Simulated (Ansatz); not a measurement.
Consider the formal exchange of groups at a B–Se bond: `OB(O)[Se]C(F)(F)F` + dimethyl ether → `COB(O)O` + `C[Se]C(F)(F)F`.

Computed with Ansatz on PBE0-D4/def2-TZVP structures; ΔE is electronic, products minus reactants. CCSD(T)/CBS adds triple-zeta CCSD(T) − MP2 to the extrapolated MP2 energy (def2 sets, frozen cores). DFT in def2-TZVPP. B3LYP here is the variant with VWN-RPA as its local correlation; programs differ in this. For Se outer-core shells are correlated without core-valence functions, which leaves a few kJ/mol of doubt a bond. Scalar relativity is left out up to krypton. One conformer a species, not always the lowest.

Is it downhill or uphill in electronic energy at CCSD(T)/CBS, and by how much? (Best estimate.)

Ansatz gave: Downhill: ΔE = -116.7 kJ/mol.

What do these levels give: PBE0-D4, B3LYP-D4, HF/def2-TZVPP, SCS-MP2/def2-TZVPP, SCS-MP2/def2-QZVPP, MP2/CBS(def2)? (Estimate.)

The calculation gave: PBE0-D4 -108.7, B3LYP-D4 -112.3, HF/def2-TZVPP -127.4, SCS-MP2/def2-TZVPP -117.8, SCS-MP2/def2-QZVPP -119.2, MP2/CBS(def2) -118.2 kJ/mol.

Largest T1 diagnostic among the species: 0.012.

In def2-TZVPP, CCSD(T) changes the Hartree–Fock value by +12.0 kJ/mol (the triples alone add +3.0 kJ/mol) and MP2 by +10.5 kJ/mol. From PBE to PBE0 (25 % exact exchange), in def2-TZVPP and without D4, ΔE moves by −6.1 kJ/mol.
